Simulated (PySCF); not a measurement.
Geometry (Å), atoms numbered from 1 in this order:
```xyz
16

N     3.293    1.011   -0.083
C     2.421    0.292   -0.252
C     1.302   -0.595   -0.443
C     0.157   -0.244    0.518
C    -0.403    1.162    0.242
C    -1.728    0.848   -0.397
N    -2.076   -0.360   -0.389
C    -1.070   -1.162    0.261
H     1.640   -1.621   -0.269
H     0.959   -0.510   -1.478
H     0.513   -0.343    1.545
H    -0.561    1.733    1.159
H     0.235    1.758   -0.412
H    -2.359    1.606   -0.831
H    -0.834   -2.018   -0.374
H    -1.496   -1.547    1.191
```

Geometry: GFN2-xTB; GIAO absolute shieldings from PySCF 2.14, gas phase, non-relativistic, averaged over equivalent atoms.

At X3LYP/pcSseg-1 (176 basis functions, 34 s wall time on 1 thread of an Arm Neoverse N1, shared host):
```csv
atoms,σ (ppm)
N7,-123.3
N1,-34.4
C6,12.9
C2,59.5
C8,109.0
C5,134.6
C4,144.8
C3,157.6
H14,24.45
H16,27.49
H15,28.08
H12,28.94
H13,29.25
H11,29.37
H9,29.68
H10,30.06
```

**Question.** Predict the values at HF/pcSseg-1 on the same geometry.

**Answer.** 
| atoms | σ at HF/pcSseg-1 | change |
| --- | --- | --- |
| N7 | -114.9 | +8.4 |
| N1 | -35.1 | -0.7 |
| C6 | 22.6 | +9.7 |
| C2 | 63.6 | +4.1 |
| C8 | 129.8 | +20.8 |
| C5 | 153.0 | +18.4 |
| C4 | 162.8 | +18.0 |
| C3 | 173.1 | +15.5 |
| H14 | 24.62 | +0.17 |
| H16 | 28.07 | +0.58 |
| H15 | 28.68 | +0.60 |
| H12 | 29.51 | +0.57 |
| H13 | 29.86 | +0.61 |
| H11 | 29.91 | +0.54 |
| H9 | 30.12 | +0.44 |
| H10 | 30.45 | +0.39 |

The largest change is at C8 (sp3 CH2 bonded to N). Cost: 176 basis functions, 17 s wall time on 1 thread of an Arm Neoverse N1, shared host. The order of the carbon signals is the same at both levels.
